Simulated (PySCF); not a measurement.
PySCF input file for Al(Cl)(I)(OMe) (CH₃AlClIO), SMILES C[O][Al]([Cl])[I], C-PCM-ωB97X/def2-SVP. Geometry: B3LYP-D3(BJ)/def2-SVP. The structure was generated by enumeration; whether it is a known compound was not checked. The def2 effective core potentials stand for the cores of I; spin–orbit coupling is left out. Other conformers were not sampled.

```python
import numpy as np
from pyscf import gto, scf, dft
from pyscf.solvent import pcm

mol = gto.M(
    atom='''
    Al    0.08669228    1.00143391   -0.00000000
    Cl    1.88355627    2.06613701   -0.00000000
    I     0.06562773   -1.46534813    0.00000000
    O    -1.35353421    1.86739801    0.00000000
    C    -2.73608653    1.63785639   -0.00000000
    H    -3.19718982    2.09661184    0.89179064
    H    -3.19718983    2.09661185   -0.89179064
    H    -2.98655317    0.56093450   -0.00000000
    ''',
    basis='def2-SVP',
    ecp={'I': 'def2-svp'},
    charge=0,
    spin=0,
    max_memory=1600,
    verbose=3,
)
mf = dft.RKS(mol, xc='wb97x').density_fit(auxbasis='def2-universal-jkfit')
mf.grids.level = 3
mf.conv_tol = 1e-9
mf.max_cycle = 100
mf.kernel()
res = {}
for name, eps in {'water': 78.355, 'dimethylsulfoxide': 46.826, 'methanol': 32.613}.items():
    s = mf.PCM()
    s.with_solvent.method, s.with_solvent.eps, s.with_solvent.lebedev_order = 'C-PCM', eps, 29
    s.kernel(mf.make_rdm1())
    res[name] = (s.e_tot, eps, s.dip_moment(), s.mo_energy, s.converged)
    print(f'{name}: electrostatic solvation free energy {(s.e_tot - mf.e_tot) * 627.509474:.3f} kcal/mol')
```

Program output:

```
converged SCF energy = -1115.34314989867

WARN: PCM is an experimental feature. It is still in testing.
Features and APIs may be changed in the future.

converged SCF energy = -1115.35227195739
Dipole moment(X, Y, Z, Debye): -2.28237, -0.17230,  0.00000
water: electrostatic solvation free energy -5.724 kcal/mol

WARN: PCM is an experimental feature. It is still in testing.
Features and APIs may be changed in the future.

converged SCF energy = -1115.35218340425
Dipole moment(X, Y, Z, Debye): -2.27843, -0.17315,  0.00000
dimethylsulfoxide: electrostatic solvation free energy -5.669 kcal/mol

WARN: PCM is an experimental feature. It is still in testing.
Features and APIs may be changed in the future.

converged SCF energy = -1115.3520877088
Dipole moment(X, Y, Z, Debye): -2.27419, -0.17406,  0.00000
methanol: electrostatic solvation free energy -5.609 kcal/mol
```

The run converged.
